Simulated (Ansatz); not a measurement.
One change: `CNCOC` becomes `CO[CH2][AlH][F]`.

Ansatz, PBE0-D4/def2-TZVP geometries, multiplicity 1. Each molecule was computed in one conformer, which needn't be the lowest.

```csv
property,`CNCOC`
HOMO energy (PBE/def2-TZVPP) / eV,-5.31
HOMO–LUMO gap (B3LYP/def2-TZVPP) / eV,7.24
LUMO energy (PBE/def2-TZVPP) / eV,0.23
LUMO energy (PBE0/def2-TZVPP) / eV,1.05
HOMO energy (B3LYP/def2-TZVPP) / eV,-6.53
size of the dipole moment (ωB97M-V/def2-TZVPP) / D,1.43
```

Question: Give the same properties after the change, and the shifts. (Best estimate.)

Answer: The calculation gave: 
| property | `CO[CH2][AlH][F]` | shift |
| --- | --- | --- |
| HOMO energy (PBE/def2-TZVPP) / eV | -5.57 | -0.26 |
| HOMO–LUMO gap (B3LYP/def2-TZVPP) / eV | 5.54 | -1.70 |
| LUMO energy (PBE/def2-TZVPP) / eV | -1.77 | -2.00 |
| LUMO energy (PBE0/def2-TZVPP) / eV | -1.00 | -2.05 |
| HOMO energy (B3LYP/def2-TZVPP) / eV | -6.77 | -0.24 |
| size of the dipole moment (ωB97M-V/def2-TZVPP) / D | 1.42 | -0.01 |

With PBE0 the HOMO falls by 0.22 eV and the LUMO falls by 2.05 eV, so the gap narrows by about 1.83 eV. PBE moves the HOMO by -0.26 eV and ωB97M-V by -0.12 eV. Dipoles are sizes alone; their direction can turn.

B3LYP here is the variant with VWN-RPA as its local correlation; programs differ in this.
